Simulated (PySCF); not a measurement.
**Assigning NMR signals**

Atoms are numbered as in `[CH3:1][C:2]#[C:3][Si@H:4]1[SiH2:5][Si@@H:6]([OH:7])[SiH2:8]1`. Hydrogens are named by the atom that carries them. Ha(Si5), Ha(Si8) are cis to C3 on the ring; Hb(Si5), Hb(Si8) are trans to C3 on the ring.

PySCF calculation with GFN2-xTB structure and shielding tensors at PBE0/pcSseg-1 (GIAO); single conformer, relativity neglected, equivalent nuclei averaged, no solvent model.

δ = σ(ref) − σ, references computed at the same level: TMS for ¹³C (σ = 186.93 ppm), ¹H (σ = 31.72 ppm).

Problem. Assign these signals to the numbered atoms. ¹³C{¹H} NMR (computed): δ 118.4 (C), 79.4 (C), 6.7 (CH3).

Solution. 
| δ (ppm) | atoms | environment | reason |
| --- | --- | --- | --- |
| 118.4 | C2 | alkyne carbon | – |
| 79.4 | C3 | alkyne carbon | the triple bond shields along its axis, which puts it between sp3 and sp2 carbons |
| 6.7 | C1 | propargylic methyl carbon | aliphatic region, no heteroatom directly attached |

Problem. Assign these signals to the numbered atoms. ¹H NMR (500 MHz, computed): δ 6.31 (m, 1H), 4.86 (m, 1H), 4.33 (m, 2H), 4.15 (m, 2H), 2.12 (s, 3H), 0.13 (br s, 1H).

Solution. 
6.31 → H(Si6), hydrogen on a silicon bonded to O, 2 Si, in a 4-membered ring
4.86 → H(Si4), hydrogen on a silicon bonded to C, 2 Si, in a 4-membered ring
4.33 → Ha(Si5)/Ha(Si8), hydrogen on a silicon bonded to 2 Si, in a 4-membered ring
4.15 → Hb(Si5)/Hb(Si8), hydrogen on a silicon bonded to 2 Si, in a 4-membered ring
2.12 → H(C1), hydrogen on a propargylic methyl carbon
0.13 → H(O7), hydrogen on an oxygen bonded to Si: exchangeable; this is the value without hydrogen bonding to other molecules

The OH or NH signal is concentration- and solvent-dependent in practice; the value given is the gas-phase one. Shifts are as computed. Against solution values, carbons near 30 ppm lie about +3 ppm off and those near 130 ppm about +5 ppm. Of 1211 compounds with measured shifts, 218 miss one by over three times the rms of a fit or turn the order of signals round; such compounds aren't used in these exercises. No couplings were computed; multiplicities are counted from neighbouring protons, with m where these are inequivalent, close in shift, in a saturated or five-membered ring or joined by F or P, and br s for small geminal =CH2 splittings.
